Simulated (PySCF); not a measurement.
Ba(38+): ionisation energy

Ba(38+) [Ar] (1S) → Ba(39+) [Ne] 3s2 3p5 (2P), as a difference of total energies. Calculation: PySCF 2.14, in an even-tempered Gaussian basis (18 s from 6.9 bohr⁻², ratio 2.5; 12 p from 9 bohr⁻², ratio 2.5; 5 d from 40 bohr⁻², ratio 2.7; 4 f from 60 bohr⁻², ratio 2.7); the spin-free X2C one-electron Hamiltonian (Gaussian nucleus). Correlated levels: outer shells: 1s2 frozen; virtual orbitals above 40 to 60 times the deepest correlated orbital energy dropped. The calculations carry no spin-orbit coupling.

```tsv
method	ionisation energy (eV)
UHF	2845.9
MP2 (outer shells)	2846.9
SCS-MP2 (outer shells)	2846.7
CCSD (outer shells)	2846.8
CCSD(T) (outer shells)	2846.8
```

A first-order spin-orbit estimate (lowest level to lowest level, LS coupling) adds -29.284 eV.

Breit and QED terms and the two-electron picture change are absent.

For comparison: 2814 ± 4 eV (theoretical estimate listed by NIST; NIST Atomic Spectra Database, ionization energies).
